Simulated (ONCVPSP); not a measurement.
**Before and after: ONCV potential for P**

phosphorus (P), optimised norm-conserving Vanderbilt (ONCV), made with ONCVPSP 4.0.1 (PBEsol, scalar-relativistic). Core [Ne], reference 3s1 3p4. Waves: 3s: rc 1.35 bohr, ncon 5, nbas 8, qcut 5.7 1/bohr, 2 projectors, debl 0.9 Ha; 3p: rc 1.85 bohr, ncon 4, nbas 8, qcut 4 1/bohr, 2 projectors, debl 1.9 Ha. Local part: polynomial inside 0.85 bohr (lpopt 5, dvloc0 2 Ha). Core correction: polynomial model core, fcfact 0.15.

All-electron outer shells of the reference configuration (PBEsol, scalar-relativistic, ld1.x):

```
shell  level (eV)  outermost node (bohr)  outermost maximum (bohr)
   2s     -175.10                   0.14                      0.42
   2p     -125.85                      –                      0.36
   3s      -14.62                   0.65                      1.56
   3p       -6.04                   0.64                      1.81
```

Change: p: nproj 3.

Cutoffs: the cutoffs (Ha) at which the residual kinetic energy of the hardest occupied pseudo-wave falls to 1 and 0.1 mHa per electron; they do not see the model core or the augmentation charge, which bear on the density cutoff. Errors are all-electron minus pseudo energies relative to the spin-unpolarised reference configuration.

What does the change do?

The potential gets neither clearly harder nor softer (66 Ha and 88 Ha → 66 Ha and 88 Ha); both files keep a bound ghost (s); the errors of the 4 common tests hardly move; the range in which the p phases agree widens (upper end 3.5 → at the end of the scan).

| quantity | base | changed |
| --- | --- | --- |
| cutoff, loose | 66 Ha | 66 Ha |
| cutoff, tight | 88 Ha | 88 Ha |
| bound ghosts | s | s |
| GHOST(+) flags under 300 eV | none | none |
| error for 3s2 3p3, meV [ΔE -8.51 eV] | -0.3 | -0.3 |
| error for 3s2 3p2, meV [ΔE 1.19 eV] | -0.3 | -0.4 |
| error for 3s2 3p1, meV [ΔE 20.30 eV] | +6.5 | +6.3 |
| error for 3s1 3p0, meV [ΔE 101.92 eV] | +87 | +87 |
| s: phases at 1.37 bohr within 0.05 rad from the reference energy up to (Ha; the scan ends near 5) | to the end of the scan | to the end of the scan |
| p: phases at 1.88 bohr within 0.05 rad from the reference energy up to (Ha; the scan ends near 5) | 3.5 | to the end of the scan |
| rms error of d²Exc/dni dnj with the model core, mHa | 0.14 | 0.14 |

 A true bound ghost makes a file unfit for plane-wave use even where its test errors are small: the radial tests pick states by their node count and pass the ghost by.
